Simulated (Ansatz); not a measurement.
Sin (charge -1): PBE-D4/def2-SVPD single points in Ansatz on relaxed structures, gas phase. Each cluster is the lowest isomer that a short search found in that spin, judged at the geometry's level, and lower ones may exist. HOMO and LUMO are taken over both spins. A dash marks a value that wasn't run or was left out as unsound. The structures are stationary points that may keep the symmetry of their start. Remarks come from the PBE and PBE0 runs and from stability tests at other levels; not every state was tested. A HOMO above zero means that the electron is unbound at that level and held by the basis, or that self-interaction error raises the level; the energy of removing that electron tells which.

```json
{"species": "Si3⁻", "atoms": "3", "state": "doublet", "geometry": "PBE-D4/def2-TZVPD", "HOMO (eV)": "0.32", "LUMO (eV)": "–", "gap (eV)": "–", "point group (within 0.1 Å)": "C2v", "remarks": "HOMO above zero at PBE or PBE0"}
{"species": "Si4⁻", "atoms": "4", "state": "doublet", "geometry": "B3LYP-D4/def2-TZVPD", "HOMO (eV)": "0.18", "LUMO (eV)": "–", "gap (eV)": "–", "point group (within 0.1 Å)": "D2h", "remarks": "HOMO above zero at PBE or PBE0"}
{"species": "Si7⁻", "atoms": "7", "state": "doublet", "geometry": "PBE-D4/def2-SVPD", "HOMO (eV)": "-0.59", "LUMO (eV)": "-0.11", "gap (eV)": "0.48", "point group (within 0.1 Å)": "–", "remarks": "–"}
{"species": "Si9⁻", "atoms": "9", "state": "doublet", "geometry": "PBE-D4/def2-SVP", "HOMO (eV)": "-1.05", "LUMO (eV)": "-0.52", "gap (eV)": "0.53", "point group (within 0.1 Å)": "–", "remarks": "–"}
{"species": "Si12⁻", "atoms": "12", "state": "doublet", "geometry": "PBE0-D4/def2-SVP", "HOMO (eV)": "-1.30", "LUMO (eV)": "-0.85", "gap (eV)": "0.45", "point group (within 0.1 Å)": "Cs", "remarks": "–"}
```

The gap (eV) runs from 0.45 (Si12⁻) to 0.53 (Si9⁻).
